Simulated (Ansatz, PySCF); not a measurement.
H₆BrSbSi₂, singlet, at a GFN2-xTB geometry (all electrons, no relativity), with bond 10-7 at 1.8 times its length. Base run: CASSCF(4,6)/STO-3G in PySCF.

PySCF was given this input:
```python
from pyscf import gto, scf, mcscf
import numpy

mol = gto.M(
    atom='''
Sb   -0.07986799   -0.07870628    0.86127553
Br   -0.90754336   -0.96958517   -1.39363737
Si   -0.36208270    2.38061146    0.14898763
H     0.21393796    2.71127110   -1.14960841
H     0.29739812    3.16678417    1.18799829
H    -1.78536626    2.70005807    0.14536813
Si    2.39611899   -0.22623721    0.16672865
H     2.71380048    0.40760744   -1.10824740
H     2.78188182   -1.63208658    0.12046116
H     3.73353001    0.96331945    2.09187774
''',
    basis='sto-3g',
    verbose=4,
)

mf = scf.RHF(mol)
mf.kernel()
mc = mcscf.CASSCF(mf, 6, 4)
mc.fix_spin_(ss=0.0)
mc.kernel()
occ = numpy.linalg.eigvalsh(mc.fcisolver.make_rdm1(mc.ci, mc.ncas, mc.nelecas))[::-1]
ss = mc.fcisolver.spin_square(mc.ci, mc.ncas, mc.nelecas)[0]
print('natural occupations', occ.round(4), ' <S^2>', round(ss, 4))
```

Programs used: Ansatz (an electronic-structure program), PySCF; a row that names a program was run with it.

Each row names what was changed in the base input (with any setting that the change needs).

```json
[
 {"change": "base", "ΔE vs base (kcal/mol)": "0.000", "natural occupations": "1.96 1.57 0.43 0.04 0.00 0.00", "<S^2> of the state": "0.00", "outcome": "converged"},
 {"change": "active space = 6 electrons, 6 orbitals", "ΔE vs base (kcal/mol)": "-7.38", "natural occupations": "1.97 1.96 1.58 0.42 0.04 0.03", "<S^2> of the state": "0.00", "outcome": "converged"},
 {"change": "code = ansatz", "ΔE vs base (kcal/mol)": "-3.17", "natural occupations": "-", "<S^2> of the state": "-", "outcome": "converged"},
 {"change": "active space = 6 electrons, 7 orbitals", "ΔE vs base (kcal/mol)": "-", "natural occupations": "-", "<S^2> of the state": "-", "outcome": "not converged"},
 {"change": "orbitals = fixed (CASCI); correction = SC-NEVPT2", "ΔE vs base (kcal/mol)": "-54.25", "natural occupations": "1.99 1.63 0.37 0.01 0.00 0.00", "<S^2> of the state": "0.00", "outcome": "converged"},
 {"change": "fix_spin_ = off", "ΔE vs base (kcal/mol)": "0.000", "natural occupations": "1.96 1.57 0.43 0.04 0.00 0.00", "<S^2> of the state": "0.00", "outcome": "converged"},
 {"change": "state_average = 2 states", "ΔE vs base (kcal/mol)": "5.43", "natural occupations": "-", "<S^2> of the state": "-", "outcome": "converged"},
 {"change": "active space = 6 electrons, 5 orbitals", "ΔE vs base (kcal/mol)": "-1.04", "natural occupations": "2.00 1.97 1.57 0.43 0.04", "<S^2> of the state": "0.00", "outcome": "converged"},
 {"change": "active space = 8 electrons, 7 orbitals", "ΔE vs base (kcal/mol)": "-9.48", "natural occupations": "1.99 1.97 1.97 1.58 0.42 0.04 0.03", "<S^2> of the state": "0.00", "outcome": "converged"},
 {"change": "start = MP2 natural orbitals", "ΔE vs base (kcal/mol)": "0.064", "natural occupations": "1.97 1.58 0.42 0.03 0.00 0.00", "<S^2> of the state": "0.00", "outcome": "converged"},
 {"change": "correction = SC-NEVPT2", "ΔE vs base (kcal/mol)": "-56.59", "natural occupations": "1.96 1.57 0.43 0.04 0.00 0.00", "<S^2> of the state": "0.00", "outcome": "converged"}
]
```

Active orbitals are taken around the Fermi level unless the row says otherwise; CASSCF can end in different local minima, and two programs can end on different orbitals. State-averaged rows give the lowest state.
